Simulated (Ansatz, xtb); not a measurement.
# CH7BrGeSi: which of two isomers lies lower

Structure a is `[CH3][Ge@H]([SiH3])[Br]`, a singlet and structure b is `C[SiH2][GeH2][Br]`, a singlet. Both are isolated molecules in the gas phase, relaxed with B3LYP/6-31G*, each in the lowest conformer that the search found.

Quicker runs give these differences E(b) − E(a): GFN2-xTB +1.62 kcal/mol; HF/STO-3G −1.12 kcal/mol (at GFN2-xTB geometries); r2SCAN-D4/def2-SVP −1.69 kcal/mol (at GFN2-xTB geometries).

Task: Which of the two would you expect CCSD(T)/def2-SVP + ΔMP2/def2-TZVPP electronic energies to favour?

Result: Too close to call at this level: CCSD(T)/def2-SVP + ΔMP2/def2-TZVPP gives E(b) − E(a) = −0.40 kcal/mol.

Level by level:

```json
{"level": "GFN2-xTB", "geometry": "GFN2-xTB", "E(b) − E(a) (kcal/mol)": "+1.62", "departure from the last row (kcal/mol)": "+2.02", "job, with rough time for the two": "optimisation, 0.13 s"}
{"level": "HF/STO-3G", "geometry": "GFN2-xTB", "E(b) − E(a) (kcal/mol)": "−1.12", "departure from the last row (kcal/mol)": "−0.72", "job, with rough time for the two": "single point, 0.7 s"}
{"level": "r2SCAN-D4/def2-SVP", "geometry": "GFN2-xTB", "E(b) − E(a) (kcal/mol)": "−1.69", "departure from the last row (kcal/mol)": "−1.29", "job, with rough time for the two": "single point, 6.6 s"}
{"level": "B3LYP/6-31G*", "geometry": "B3LYP/6-31G*", "E(b) − E(a) (kcal/mol)": "−1.27", "departure from the last row (kcal/mol)": "−0.87", "job, with rough time for the two": "optimisation, 84 s"}
{"level": "HF/def2-SVP", "geometry": "B3LYP/6-31G*", "E(b) − E(a) (kcal/mol)": "−1.64", "departure from the last row (kcal/mol)": "−1.25", "job, with rough time for the two": "part of the CCSD(T) run"}
{"level": "MP2/def2-SVP", "geometry": "B3LYP/6-31G*", "E(b) − E(a) (kcal/mol)": "−1.01", "departure from the last row (kcal/mol)": "−0.61", "job, with rough time for the two": "part of the CCSD(T) run"}
{"level": "CCSD(T)/def2-SVP", "geometry": "B3LYP/6-31G*", "E(b) − E(a) (kcal/mol)": "−1.19", "departure from the last row (kcal/mol)": "−0.79", "job, with rough time for the two": "single point"}
{"level": "CCSD(T)/def2-SVP + ΔMP2/def2-TZVPP", "geometry": "B3LYP/6-31G*", "E(b) − E(a) (kcal/mol)": "−0.40", "departure from the last row (kcal/mol)": "", "job, with rough time for the two": "single point, 83 s"}
```

As drawn, b has 1 C–Si, 1 Ge–H in place of 1 C–Ge, 1 Si–H.

The largest departure from CCSD(T)/def2-SVP + ΔMP2/def2-TZVPP is that of GFN2-xTB, 2.02 kcal/mol. The last row adds to CCSD(T) the change of the MP2 difference between the two basis sets, here +0.79 kcal/mol.

With harmonic frequencies from B3LYP/6-31G* (ideal gas, rigid rotor, one conformer each, 298.15 K, 1 atm): on the last row, ΔE + ΔZPE = −0.29 kcal/mol. A mode under 50 cm⁻¹ makes harmonic enthalpies and free energies unreliable, so none is given.

The correlated steps freeze 24 core orbitals; the filled d shell of Br and Ge is correlated, in a basis made for valence electrons. Programs: Ansatz 0.2.0, xtb 6.7.1; the last row on 2 threads of Arm Neoverse V2 on a shared host.
